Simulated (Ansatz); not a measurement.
Computed with Ansatz on PBE0-D4/def2-TZVP structures; ΔE is electronic, products minus reactants. CCSD(T)/CBS is the MP2 limit (def2-TZVPP, def2-QZVPP) plus CCSD(T) − MP2 in def2-TZVPP, frozen cores. This one scheme is used for every species. Functionals use def2-TZVPP. B3LYP here is the variant with VWN-RPA as its local correlation; programs differ in this. HSE06 is defined as in plane-wave codes. For Ge outer-core shells are correlated without core-valence functions, which leaves a few kJ/mol of doubt a bond. Scalar relativity is left out up to krypton.

`[BH2][GeH2][CH3]` + `BS` → `BSB` + `[CH3][GeH3]`  (cleavage of the B–Ge bond)

```
             level  ΔE (kcal/mol)  difference from CCSD(T)/CBS
       LDA (SPW92)          -20.0                         -0.4
            PBE-D4          -19.3                          0.3
         revPBE-D4          -19.6                          0.0
           BLYP-D4          -19.5                          0.1
         r2SCAN-D4          -20.0                         -0.4
            B97M-V          -20.9                         -1.3
           PBE0-D4          -19.7                         -0.1
        r2SCANh-D4          -20.1                         -0.5
        r2SCAN0-D4          -20.3                         -0.7
          HSE06-D4          -19.7                         -0.1
          BHLYP-D4          -20.3                         -0.7
      CAM-B3LYP-D4          -20.0                         -0.4
           ωB97X-V          -19.7                         -0.1
           ωB97M-V          -20.0                         -0.4
               PBE          -19.2                          0.4
            revPBE          -18.8                          0.8
              BLYP          -19.1                          0.5
            r2SCAN          -20.0                         -0.4
              PBE0          -19.7                         -0.1
             B3LYP          -19.6                          0.0
           r2SCANh          -20.2                         -0.6
           r2SCAN0          -20.3                         -0.7
             HSE06          -19.7                         -0.1
             BHLYP          -20.3                         -0.7
         CAM-B3LYP          -20.0                         -0.4
           LC-ωPBE          -19.5                          0.1
RPA@PBE/def2-TZVPP          -18.8                          0.8
       HF/def2-SVP          -21.4                         -1.8
      MP2/def2-SVP          -22.8                         -3.2
     CCSD/def2-SVP          -20.9                         -1.3
     HF/def2-TZVPP          -20.5                         -0.9
    MP2/def2-TZVPP          -21.2                         -1.6
SCS-MP2/def2-TZVPP          -20.6                         -1.0
   CCSD/def2-TZVPP          -19.1                          0.5
     HF/def2-QZVPP          -20.8                         -1.2
    MP2/def2-QZVPP          -21.4                         -1.8
SCS-MP2/def2-QZVPP          -20.9                         -1.3
      HF/CBS(def2)          -20.8                         -1.2
     MP2/CBS(def2)          -21.3                         -1.7
    CCSD/CBS(def2)          -19.2                          0.4
       CCSD(T)/CBS          -19.6                            0
```

Largest T1 diagnostic among the species: 0.015.

From BLYP to BHLYP (50 % exact exchange), in def2-TZVPP and without D4, ΔE moves by −1.1 kcal/mol. Leaving LDA and LC-ωPBE aside and taking each functional with its dispersion term where it has one, the values spread over 1.6 kcal/mol, from B97M-V to PBE-D4. LDA lies −0.8 kcal/mol from PBE without D4. At CCSD(T), def2-SVP lies −1.6 kcal/mol from the extrapolated value and def2-TZVPP +0.1 kcal/mol.
